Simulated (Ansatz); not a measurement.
System: sum formula H4BN2O (charge -1, singlet). It need not be the lowest isomer of its formula. Whether it binds its extra electron was not tested at this geometry. 
Geometry from a B3LYP-D3(BJ)/def2-TZVP (Ansatz, a quantum-chemistry and plane-wave program) optimisation:
SMILES: [NH-]B(N)O
```xyz
8

N      1.3840    -0.4113     0.3747
B      0.1100    -0.0367     0.0144
N     -1.1546    -0.8330    -0.0122
O     -0.1462     1.3055    -0.4495
H      1.4600    -1.3793     0.6813
H     -1.9969    -0.2818     0.0935
H     -1.1735    -1.6060     0.6364
H      0.7243     1.7166    -0.4250
```
Charge -1, spin multiplicity 1.

Basis-set convergence of Hartree-Fock and MP2 correlation energies (hartree) with Ansatz. Correlated levels leave the core frozen unless marked. Spin-orbit coupling is left out. Non-relativistic. This anion needs diffuse functions, which these sets lack.

```csv
basis,functions,E(HF),"E(corr, MP2)"
cc-pVDZ,76,-210.85728,-0.62028
cc-pVTZ,176,-210.93915,-0.78581
cc-pVQZ,340,(withheld),(withheld)
```

Question: Complete the blanks.

Answer: 
- cc-pVQZ, E(HF): -210.96065
- cc-pVQZ, E(corr, MP2): -0.84512
